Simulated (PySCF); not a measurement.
## CaSe: energy against distance

Set-up: Ca pcseg-1, Se pcseg-1; no relativity (PySCF 2.14). Energies in eV from Ca + Se in their ground configurations at the same level. State: ¹Σ⁺ (singlet), closed shell.

All columns are PBE. A positive dipole means Ca(−)Se(+).

```json
{"R (Å)": "2.098", "E (eV)": "-2.413", "μ (D)": "-7.42", "Mulliken charge on Ca (basis-dependent)": "0.64", "HOMO (eV)": "-4.13", "LUMO (eV)": "-2.37", "Mayer bond order": "2.16", "⟨S²⟩": "0.00"}
{"R (Å)": "2.195", "E (eV)": "-3.073", "μ (D)": "-7.96", "Mulliken charge on Ca (basis-dependent)": "0.66", "HOMO (eV)": "-4.17", "LUMO (eV)": "-2.50", "Mayer bond order": "2.11", "⟨S²⟩": "0.00"}
{"R (Å)": "2.293", "E (eV)": "-3.442", "μ (D)": "-8.41", "Mulliken charge on Ca (basis-dependent)": "0.67", "HOMO (eV)": "-4.01", "LUMO (eV)": "-2.62", "Mayer bond order": "2.09", "⟨S²⟩": "0.00"}
{"R (Å)": "2.366", "E (eV)": "-3.577", "μ (D)": "-8.70", "Mulliken charge on Ca (basis-dependent)": "0.67", "HOMO (eV)": "-3.90", "LUMO (eV)": "-2.71", "Mayer bond order": "2.08", "⟨S²⟩": "0.00"}
{"R (Å)": "2.439", "E (eV)": "-3.620", "μ (D)": "-8.96", "Mulliken charge on Ca (basis-dependent)": "0.66", "HOMO (eV)": "-3.81", "LUMO (eV)": "-2.80", "Mayer bond order": "2.07", "⟨S²⟩": "0.00"}
{"R (Å)": "2.512", "E (eV)": "-3.592", "μ (D)": "-9.18", "Mulliken charge on Ca (basis-dependent)": "0.65", "HOMO (eV)": "-3.73", "LUMO (eV)": "-2.89", "Mayer bond order": "2.07", "⟨S²⟩": "0.00"}
{"R (Å)": "2.610", "E (eV)": "-3.474", "μ (D)": "-9.44", "Mulliken charge on Ca (basis-dependent)": "0.63", "HOMO (eV)": "-3.65", "LUMO (eV)": "-2.99", "Mayer bond order": "2.06", "⟨S²⟩": "0.00"}
{"R (Å)": "2.732", "E (eV)": "-3.241", "μ (D)": "-9.69", "Mulliken charge on Ca (basis-dependent)": "0.62", "HOMO (eV)": "-3.56", "LUMO (eV)": "-3.12", "Mayer bond order": "2.04", "⟨S²⟩": "0.00"}
{"R (Å)": "2.878", "E (eV)": "-2.890", "μ (D)": "-9.92", "Mulliken charge on Ca (basis-dependent)": "0.60", "HOMO (eV)": "-3.49", "LUMO (eV)": "-3.26", "Mayer bond order": "1.99", "⟨S²⟩": "0.00"}
{"R (Å)": "3.073", "E (eV)": "-2.377", "μ (D)": "-10.13", "Mulliken charge on Ca (basis-dependent)": "0.59", "HOMO (eV)": "-3.43", "LUMO (eV)": "-3.43", "Mayer bond order": "1.91", "⟨S²⟩": "0.00"}
```

A fit through these points gives, at Re = 2.443 Å, μ = -8.97 D and dμ/dR = -3.25 D/Å; the reduced mass is 26.64 u.

Q: How strong is the fundamental in the double-harmonic approximation, I = 42.26·(dμ/dR)²/μred km/mol?

A: I = 42.26·(-3.25)²/26.64 = 16.8 km/mol at PBE.
